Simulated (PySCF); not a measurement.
## Continuum solvent and chemical shifts

Bonds (- single, = double, # triple, : aromatic): C1#C2, C2-C3, C3-C4, C3-C5, C5=C6, C6-Si7, Si7-C8, C8=C9, C9-C5. C1 carries H10; C3 carries H11; C4 carries H12, H13, H14; C6 carries H15; Si7 carries H16, H17; C8 carries H18; C9 carries H19. Stereochemistry as in C#C[C@H](C)C1=C[SiH2]C=C1. H16 is pro-R; H17 is pro-S.

GIAO PBE0/pcSseg-1 in PySCF 2.14 on one PBE0-D3(BJ)/def2-SVP conformer, non-relativistic, equivalent nuclei averaged. Solvents enter as an IEF-PCM continuum (acetone with ε = 20.5) around the gas-phase geometry. Shifts are referred to TMS computed in the same medium.

Gas phase, δ in ppm: C5 171.1, C9 158.8, C8 136.3, C6 125.8, C2 88.8, C1 78.6, C3 34.4, C4 23.1, Si7 -37.9, H19 7.03, H15 6.54, H18 6.45, H16 4.72, H17 4.71. Dipole moment 0.92 D.

**Question.** How does each δ change in the continuum?

**Answer.** 
```
atoms                                                environment  Δδ, acetone
   C5                            fully substituted alkene carbon         +3.2
   C9                                                  alkene CH         +2.8
   C8                                                  alkene CH         +1.2
   C6                                                  alkene CH         -0.8
   C2                                              alkyne carbon         +2.7
   C1                                     terminal alkyne carbon         +1.5
   C3                                             allylic sp3 CH         +0.6
   C4                                              methyl carbon         +0.6
  Si7           silicon bonded to 2 C, 2 H, in a 5-membered ring         -0.2
  H19                                   hydrogen on an alkene CH        +0.26
  H15                                   hydrogen on an alkene CH        -0.07
  H18                                   hydrogen on an alkene CH        +0.20
  H16  hydrogen on a silicon bonded to 2 C, in a 5-membered ring        -0.03
  H17  hydrogen on a silicon bonded to 2 C, in a 5-membered ring        -0.03
```

Changes are relative to the gas phase. The dipole moment becomes 1.40 D in acetone.

**Question.** Which nuclei move most (in ppm), and what does the model miss?

**Answer.** C5 (fully substituted alkene carbon, +3.2 ppm) in acetone. A continuum only polarises the solute; specific hydrogen bonds, the anisotropy of aromatic solvents and changes of geometry or conformer are outside it.
